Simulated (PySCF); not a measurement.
Telling isomers of CH$_{9}$NSi$_{2}$ apart by NMR

[PySCF 2.14: geometry: GFN2-xTB; shielding tensors at PBE0/pcSseg-1 (GIAO); gas phase; single conformer; equivalent nuclei averaged; relativity neglected]

Shifts are taken against calculated references (same method and geometry level): 1H (σ = 31.72 ppm), 13C (σ = 186.93 ppm) vs TMS. Where no couplings were computed, multiplicities follow the n + 1 count of equivalent neighbours, and m marks all less simple cases (inequivalent or close neighbours, rings, F or P nearby). Shifts are as computed. Against solution values, carbons near 30 ppm lie about +3 ppm off and those near 130 ppm about +5 ppm (rms about the fit 2.1 ppm; single classes can miss by 10 ppm). Of 1328 compounds with measured shifts, 309 miss one by over three times the rms of a fit or turn the order of signals round; such compounds aren't used in these exercises. Signals without a measured value on file couldn't be tested in this way; 1H shifts scatter by 0.2 ppm about their fit, and single ones miss by 0.5 ppm. OH and NH positions are gas-phase values without hydrogen bonding to other molecules.

(1) Tabulate the signals of `C[SiH2][SiH2]N`, `CN[SiH2][SiH3]` and their relative energies.

(2) What is the quickest way to tell C[SiH2][SiH2]N from CN[SiH2][SiH3]?

## Answers

(1) 
```json
{"SMILES": "C[SiH2][SiH2]N", "carbon types": "1×CH3", "δC": "-10.5", "δH": "5.06 (t, 2H), 3.96 (m, 2H), 0.07 (t, 3H), -0.29 (br s, 2H)", "E rel. (kcal/mol)": "0.0"}
{"SMILES": "CN[SiH2][SiH3]", "carbon types": "1×CH3", "δC": "34.2", "δH": "5.04 (q, 2H), 3.41 (t, 3H), 2.76 (s, 3H), -0.37 (br s, 1H)", "E rel. (kcal/mol)": "15.9"}
```

Energies are electronic energies at PBE0/pcSseg-1 on these geometries, without zero-point or thermal terms, each for the one conformer computed, which needn't be the lowest.

(2) Both give the same number of carbon signals, with the same numbers of each carbon type, so the positions decide. The first has a methyl carbon bonded to Si (CH3) at -10.5 ppm, the second a methyl carbon bonded to N (CH3) at 34.2 ppm.
